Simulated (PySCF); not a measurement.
C2H6F2OSi, SMILES COC[SiH](F)F.

The structure is a stationary point at B3LYP-D3(BJ)/def2-SVP. This is a generated structure with no PubChem entry under its InChIKey; it may be hypothetical. Other conformers were not sampled.

Vertical ionisation energy (IE) and electron affinity (EA) in eV. Rows of orbital energies are one-electron estimates. Where ΔSCF, EOM or ADC give a negative EA the extra electron is unbound and the value depends on the basis.

```tsv
level	IE	EA
−ε(HOMO), −ε(LUMO), PBE0/def2-TZVP (PySCF)	7.99	-0.48
−ε(HOMO), −ε(LUMO), PBE/def2-TZVP (PySCF)	(withheld)	(withheld)
```

Complete the blanks. (The exact figures need the calculation; the answer reports its results.)


- −ε(HOMO), −ε(LUMO), PBE/def2-TZVP (PySCF), IE: 6.37
- −ε(HOMO), −ε(LUMO), PBE/def2-TZVP (PySCF), EA: 0.49
